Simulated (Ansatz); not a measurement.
C$_{3}$H$_{9}$Si (`[CH2][SiH](C)C`) radical, 13 atoms. Charge 0, multiplicity 2. All runs use 4 threads of a server CPU on a shared host. Correlated methods freeze the cores. Open-shell runs search over several starts.

(1) How many basis functions does each run have, and how long does it take in Ansatz? UKS HSE06-D4/def2-TZVPP energy; UKS PBE0-D4/def2-SVP energy; UKS B2PLYP (frozen core)/def2-TZVPP energy; UKS ωB97M-V/def2-SVP energy; UKS B97M-V/def2-TZVPP energy; UKS PBE0-D4/def2-QZVPP energy; UKS r2SCANh-D4/def2-TZVPP energy; UHF-MP2/def2-QZVPP energy; UKS ωB97M-V/def2-QZVPP energy; UKS PBE0-D4/def2-TZVP frequencies; UHF-CCSD(T)/def2-TZVPP energy; direct RPA on PBE orbitals/def2-TZVPP energy. (Best estimate.)

Results:

(1) The calculation gave: Other jobs shared the machine, so times are rough.

| level | job | functions | wall time | peak host memory (GiB) |
| --- | --- | --- | --- | --- |
| UKS PBE0-D4/def2-SVP | energy | 105 | 1.4 s | 0.3 |
| UKS ωB97M-V/def2-SVP | energy | 105 | 3.9 s | 0.51 |
| UKS HSE06-D4/def2-TZVPP | energy | 261 | 5.5 s | 0.91 |
| direct RPA on PBE orbitals/def2-TZVPP | energy | 261 | 5.5 s | 0.76 |
| UKS B2PLYP (frozen core)/def2-TZVPP | energy | 261 | 6.5 s | 0.82 |
| UKS r2SCANh-D4/def2-TZVPP | energy | 261 | 8 s | 0.91 |
| UKS B97M-V/def2-TZVPP | energy | 261 | 11 s | 0.6 |
| UKS PBE0-D4/def2-QZVPP | energy | 511 | 15 s | 2.5 |
| UHF-MP2/def2-QZVPP | energy | 511 | 25 s | 3.6 |
| UKS ωB97M-V/def2-QZVPP | energy | 511 | 28 s | 3.1 |
| UKS PBE0-D4/def2-TZVP | frequencies | 184 | 2.6 min | 0.55 |
| UHF-CCSD(T)/def2-TZVPP | energy | 261 | 17 min | 5.9 |

HSE06 is defined as in plane-wave codes.
